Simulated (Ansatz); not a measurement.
Mg3N2⁻, relaxed as a quartet with UKS B3LYP-D4/def2-SVPD in Ansatz, starting from the B3LYP-D4/def2-SVPD geometry of the charge -1 doublet. Force threshold 0.02 eV/Å.

At B3LYP-D4/def2-SVPD a doublet of charge -1 lies 0.69 eV below the quartet, each at its own geometry. The structure comes from a short search, and lower isomers may exist.

Start:

```xyz
5

Mg    1.251   -2.371   -0.588
Mg    0.909    2.625    1.283
Mg   -2.396   -0.819   -0.983
N    -0.417    0.517    0.089
N     0.652    0.047    0.199
```

(1) Estimate the energy that the relaxation releases and the steps that it takes.

(2) Does the start keep its bonding and symmetry?

(3) Predict the relaxed structure.

Results:

(1) 131.4 kJ/mol, in 23 steps; 87 s on 4 threads of Arm Neoverse V1 on a shared host. No frequencies were taken in this run, so the end may be a saddle point.

(2) Bonds formed: Mg2–N4, Mg2–N5 (atoms count from 1). Metal–metal contacts that move far: Mg1–Mg2 5.35 to 3.02 Å, Mg2–Mg3 5.28 to 3.02 Å. Point group Cs at the start, C2v at the end, both within 0.05 Å.

(3) 
Cartesian coordinates in Å:
```
Mg 2.2910 -1.0649 0.2129
Mg 0.5171 1.3371 0.6700
Mg -2.3308 0.9618 -0.2645
N -0.7987 -0.3714 -0.3670
N 0.3215 -0.8626 -0.2514
```
Bond lengths (bridged metal pairs left out): 4 × Mg–N 2.03 to 2.39 Å; 1 × N–N 1.23 Å.
